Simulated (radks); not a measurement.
Results of a calculation; reference values are marked as such.
Cs XLI, 15 electrons, occupied as [Ne] 3s2 3p3. Level of theory: non-relativistic Kohn-Sham, TPSS, spin-polarised, spherical densities, point nucleus; open shells are filled with parallel spins first (spin-orbit coupling, left out, can overturn this in heavy ions); meta-GGA in the generalised Kohn-Sham scheme; relativity is left out, which matters for an element this heavy (a radial shooting solver on a logarithmic mesh with Libxc functionals).

Normalised radial functions P(r) = r R(r), r in bohr:

r,2s down,3s down
0.001133,0.2834,0.1421
0.001267,0.3147,0.1578
0.001417,0.3490,0.1750
0.001572,0.3839,0.1925
0.001759,0.4249,0.2130
0.001967,0.4697,0.2355
0.002183,0.5149,0.2581
0.002442,0.5675,0.2845
0.002731,0.6244,0.3129
0.003055,0.6856,0.3436
0.003389,0.7462,0.3739
0.003791,0.8155,0.4086
0.00424,0.8886,0.4451
0.004705,0.9595,0.4805
0.005263,1.0385,0.5198
0.005886,1.1192,0.5600
0.006531,1.1945,0.5973
0.007306,1.2745,0.6368
0.008171,1.3512,0.6745
0.009067,1.4171,0.7066
0.01014,1.4795,0.7365
0.01134,1.5293,0.7597
0.01259,1.5604,0.7732
0.01408,1.5729,0.7765
0.01575,1.5585,0.7655
0.01747,1.5158,0.7397
0.01954,1.4327,0.6923
0.02186,1.3056,0.6216
0.02426,1.1436,0.5327
0.02713,0.9181,0.4103
0.03035,0.6377,0.2594
0.03394,0.3027,0.0810
0.03766,-0.0537,-0.1067
0.04212,-0.4788,-0.3269
0.04712,-0.9345,-0.5570
0.05228,-1.3697,-0.7686
0.05848,-1.8305,-0.9788
0.06541,-2.2580,-1.1521
0.07258,-2.6008,-1.2611
0.08118,-2.8859,-1.3024
0.0908,-3.0612,-1.2459
0.1007,-3.1117,-1.0938
0.1127,-3.0394,-0.8177
0.126,-2.8418,-0.4317
0.1399,-2.5623,0.0066
0.1564,-2.1862,0.5307
0.175,-1.7698,1.0607
0.1942,-1.3821,1.5087
0.2172,-0.9978,1.8915
0.2429,-0.6731,2.1263
0.2695,-0.4371,2.1884
0.3015,-0.2537,2.0886
0.3372,-0.1343,1.8424
0.3771,-0.0642,1.5003
0.4185,-0.0292,1.1512
0.4681,-0.0111,0.7952
0.5236,-0.0037,0.4994
0.5809,-0.0011,0.2953
0.6498,-0.0003,0.1502
0.7268,-0.0001,0.0673
0.8064,0.0000,0.0282
0.902,0.0000,0.0095

2s down: eigenvalue -7543.5 eV, 1 radial node at r = 0.0371 bohr, <r> = 0.117 bohr, 90 % of the charge inside 0.179 bohr. 3s down: eigenvalue -2969.1 eV, 2 radial nodes at r = 0.0355, 0.140 bohr, <r> = 0.281 bohr, 90 % of the charge inside 0.407 bohr.
